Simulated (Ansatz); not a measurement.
Basis sets compared for [ReH9]2- (ReH₉²⁻). Charge -2, multiplicity 1. Geometry B3LYP-D4/def2-TZVPD. Ansatz on 4 threads of Arm Neoverse V1 on a shared host; times are rough, and most runs start from earlier orbitals.

```xyz
10

Re    0.000    0.000    0.000
H    -0.936    1.272    0.604
H     1.672    0.168   -0.163
H    -0.765   -1.443   -0.438
H    -1.349    0.312   -1.034
H    -1.037   -0.552    1.267
H     0.388    1.475   -0.814
H     0.695    0.623    1.455
H     0.513   -0.501   -1.573
H     0.820   -1.353    0.696
```

In the def2 sets Re takes a core potential; there is no spin–orbit coupling. A multiply charged anion in the gas phase is held together partly by the finite basis. Removing one electron lowers the energy by 0.59 eV at PBE0-D4/def2-TZVPD, so it isn't bound. At PBE-D4/def2-SVPD, PBE-D4/def2-TZVPD, PBE0-D4/def2-SVPD, PBE0-D4/def2-TZVPD the highest occupied level of the charge -2 singlet lies above zero (up to 3.55 eV). By energy differences it is unbound by 0.59 eV (vertical, to the charge -1 doublet, at PBE0-D4/def2-TZVPD) and held by the finite basis.

```csv
level,functions,energy (Eh),HOMO (eV),LUMO (eV),wall time
PBE-D4/def2-SVPD,107,-83.5918,3.55,8.48,0.8 s
PBE0-D4/def2-SVPD,107,-83.5324,2.46,9.06,0.9 s
```

Estimate the rows for PBE-D4/def2-TZVPD, PBE0-D4/def2-TZVPD (with forces).


| level | functions | energy (Eh) | HOMO (eV) | LUMO (eV) | wall time |
| --- | --- | --- | --- | --- | --- |
| PBE-D4/def2-TZVPD | 124 | -83.6232 | 3.46 | 6.92 | 0.9 s |
| PBE0-D4/def2-TZVPD (with forces) | 124 | -83.5637 | 2.38 | 7.30 | 1.5 s |
